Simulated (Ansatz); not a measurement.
Reaction (cleavage of the Ge–In bond): `[Cl][In]([Cl])[GeH3]` + `O[SiH2]S` → `O[SiH2][S][GeH3]` + `[Cl][InH][Cl]`

Isolated molecules relaxed with PBE0-D4/def2-TZVP in Ansatz; ΔE leaves out vibrations. CCSD(T)/CBS adds triple-zeta CCSD(T) − MP2 to the extrapolated MP2 energy (def2 sets, frozen cores). Functionals use def2-TZVPP. B3LYP here is the variant with VWN-RPA as its local correlation; programs differ in this. Elements past krypton have def2 core potentials. For Ge, In outer-core shells are correlated without core-valence functions, which leaves a few kJ/mol of doubt a bond. Scalar relativity is left out up to krypton. One conformer a species, not always the lowest.

Question: Is it downhill or uphill in electronic energy at CCSD(T)/CBS, and by how much? (An estimate is asked.)

Answer: Ansatz gave: Uphill: ΔE = +0.21 eV.

Question: What do these levels give: B3LYP-D4, ωB97X-V, B2PLYP, PBE, PBE0, B3LYP, HF/def2-TZVPP, CCSD/def2-TZVPP, HF/def2-QZVPP, MP2/def2-QZVPP, HF/CBS(def2), MP2/CBS(def2)? (Best estimate.)

Answer: The calculation gave: B3LYP-D4 0.23, ωB97X-V 0.15, B2PLYP 0.24, PBE 0.27, PBE0 0.23, B3LYP 0.29, HF/def2-TZVPP 0.13, CCSD/def2-TZVPP 0.19, HF/def2-QZVPP 0.13, MP2/def2-QZVPP 0.20, HF/CBS(def2) 0.13, MP2/CBS(def2) 0.21 eV.

Largest T1 diagnostic among the species: 0.013.

From PBE to PBE0 (25 % exact exchange), in def2-TZVPP and without D4, ΔE moves by −0.04 eV. The D4 term adds −0.06 eV with B3LYP and −0.03 eV with PBE0; it sums over pairs of atoms, weighted by their polarisabilities, and B3LYP, whose exchange is more repulsive, gets the larger term.
